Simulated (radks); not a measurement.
The nitrogen ion N3+, configuration 1s1.75 2s2 3s0.25 (fractional occupations, a model configuration).

All-electron calculation, scalar-relativistic Kohn-Sham, XLYP, spin-unpolarised, spherical densities, point nucleus. Program: a radial shooting solver on a logarithmic mesh with Libxc functionals.

Energy parts (hartree):
part                      energy
total                  -47.24095
kinetic                 47.21212
electron-nucleus      -102.33437
Hartree                 12.62842
exchange-correlation    -4.74712

Orbitals (lengths in bohr, moments of r in powers of bohr; r(90%) holds 90 % of the orbital's charge):
| orbital | occ. | eigenvalue (hartree) | <r> | <1/r> | r(90%) | <r^2> |
|---|---|---|---|---|---|---|
| 1s | 1.75 | -17.33171 | 0.2262 | 6.723 | 0.405 | 0.06898 |
| 2s | 2 | -2.66672 | 1.072 | 1.364 | 1.66 | 1.353 |
| 3s | 0.25 | -0.90562 | 2.810 | 0.5104 | 4.10 | 8.977 |

The highest occupied level is 3s at -24.643 eV. The density falls to 0.001 e/bohr^3 at r = 2.99 bohr. Summed over all electrons, <r^2> = 5.071 bohr^2, which gives a Langevin (diamagnetic) susceptibility term of -4.02 x 10^-6 cm^3/mol.
